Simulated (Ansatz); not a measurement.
FGeH₃Se₃, SMILES `[F][Ge]([SeH])([SeH])[SeH]`. The species carries charge 0 and has multiplicity 1.

Cartesian coordinates in Å:
```
F -1.679 -1.246 0.066
Ge -0.391 -0.077 0.056
Se -0.406 1.170 2.033
Se 1.460 -1.487 -0.203
Se -0.799 1.445 -1.670
H 0.448 0.177 2.697
H 2.353 -0.330 -0.349
H -0.986 0.348 -2.629
```

(1) What are the harmonic wavenumbers in cm⁻¹ at PBE0-D4/def2-TZVP (Ansatz, finite differences of forces, unscaled)? (Best estimate.)

(2) Is this a minimum?

(3) Give the ideal-gas thermochemistry at 298.15 K and 1 bar (rigid rotor, harmonic oscillator; point group C1, symmetry number 1).

(4) And at 400, 500, 600, 800 and 1000 K?

## Answers

(1) Computed: 66, 73, 104, 108, 149, 173, 183, 208, 234, 323, 331, 625, 664, 681, 693, 2441, 2445, 2447.

(2) Yes, all 18 modes are real.

(3) Zero-point energy 71.5 kJ/mol; H(298) − E = 100.3 kJ/mol; entropy 440.5 J/(mol·K), of which translation 181.2, rotation 132.8, vibration 126.5; G(298) − E = -31.0 kJ/mol. Modes under 100 cm⁻¹ are hindered rotations or soft bends, so the harmonic entropy is rough.

(4) 
| T (K) | H − E (kJ/mol) | S (J/mol/K) | G − E (kJ/mol) |
| --- | --- | --- | --- |
| 400 | 114.4 | 481.1 | -78.0 |
| 500 | 129.0 | 513.5 | -127.8 |
| 600 | 144.0 | 540.9 | -180.6 |
| 800 | 175.2 | 585.8 | -293.4 |
| 1000 | 207.6 | 621.9 | -414.3 |
